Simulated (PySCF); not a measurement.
Method: PySCF 2.14.0 with TPSSh-D3(BJ)/def2-TZVP // CAM-B3LYP-D3(BJ)/def2-TZVP. Gas-phase values, no solvent. One relaxed conformer stands for a flexible species; it need not be the lowest. Excitations are Tamm–Dancoff values on a coarser integration grid. The basis has no diffuse functions, so Rydberg states are missing or too high.

Reference species (SMILES): `BC(=C)C(=C)C` (neutral, multiplicity 1).

```yaml
S1 excitation (TDA): 4.14 eV
S1–T1 gap (TDA): 1.30 eV
```

Changed species: `C(/C)=C\C=C\B`.

**Question.** Give the shifts of the S1 excitation (TDA) and S1–T1 gap (TDA).

**Answer.** the S1 excitation (TDA) goes up by 0.80 eV, to 4.94 eV; the S1–T1 gap (TDA) increases by 0.95 eV, to 2.25 eV.
